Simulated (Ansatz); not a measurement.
`[SH][Ga]([Cl])[Cl]` + ethane → `C[CH2][Ga]([Cl])[Cl]` + H₂S  (formal exchange of groups at a Ga–S bond)

Isolated molecules relaxed with PBE0-D4/def2-TZVP in Ansatz; ΔE leaves out vibrations. CBS: MP2 limit from def2 TZ/QZ plus the TZ coupled-cluster correction, frozen cores. This one scheme is used for every species. DFT in def2-TZVPP. B3LYP here is the variant with VWN-RPA as its local correlation; programs differ in this. For Ga outer-core shells are correlated without core-valence functions, which leaves a few kJ/mol of doubt a bond. Scalar relativity is left out up to krypton. Each species was taken in one conformer, which may not be the lowest.

**Question.** Is it downhill or uphill in electronic energy at CCSD(T)/CBS, and by how much? (Best estimate.)

**Answer.** The calculation gave: Uphill: ΔE = +0.92 eV.

**Question.** What do these levels give: r2SCAN-D4, r2SCAN0-D4, ωB97X-V, B2PLYP, PBE, revPBE, r2SCAN, B3LYP, LC-ωPBE, RPA@PBE/def2-TZVPP, MP2/def2-TZVPP, CCSD(T)/def2-TZVPP? (An estimate is asked.)

**Answer.** Ansatz gave: r2SCAN-D4 1.00, r2SCAN0-D4 1.02, ωB97X-V 0.96, B2PLYP 0.99, PBE 0.97, revPBE 0.98, r2SCAN 1.01, B3LYP 0.99, LC-ωPBE 0.97, RPA@PBE/def2-TZVPP 0.91, MP2/def2-TZVPP 0.96, CCSD(T)/def2-TZVPP 0.95 eV.

Largest T1 diagnostic among the species: 0.011.

From PBE to PBE0 (25 % exact exchange), in def2-TZVPP and without D4, ΔE moves by +0.03 eV. At CCSD(T), def2-SVP lies +0.12 eV from the extrapolated value and def2-TZVPP +0.03 eV. Leaving LDA and LC-ωPBE aside and taking each functional with its dispersion term where it has one, the values, not all of them listed here, spread over 0.10 eV, from BLYP-D4 to B97M-V. LDA lies −0.06 eV from PBE without D4.
